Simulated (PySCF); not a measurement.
BiCl₃, SMILES [Cl][Bi]([Cl])[Cl]. Geometry: B3LYP-D3(BJ)/def2-SVP. The isomer is the one that the SMILES or the coordinates give; other isomers of the formula were not compared. The def2 effective core potentials stand for the cores of Bi; spin–orbit coupling is left out.

The numbers are results of B3LYP-D3(BJ)/def2-SVP (PySCF), not measurements.

Harmonic wavenumbers (cm⁻¹): 98, 98, 112, 327, 327, 341. Rotational constants (GHz): 1.441, 1.441, 0.9977; symmetry number 3.

Work out the zero-point energy and the ideal-gas rigid-rotor harmonic-oscillator thermochemistry at 298.15 K and 1 atm.

ZPE = ½ Σ hcν = ½ × 1303 cm⁻¹ = 1.86 kcal/mol. H − E(el) = 6.33 kcal/mol. Entropy in cal/(mol K): translation 43.14, rotation 27.25, vibration 13.99, total 84.38. G − E(el) = -18.83 kcal/mol. Cp = 18.63 cal/(mol K). Modes under 150 cm⁻¹ make the vibrational entropy uncertain.
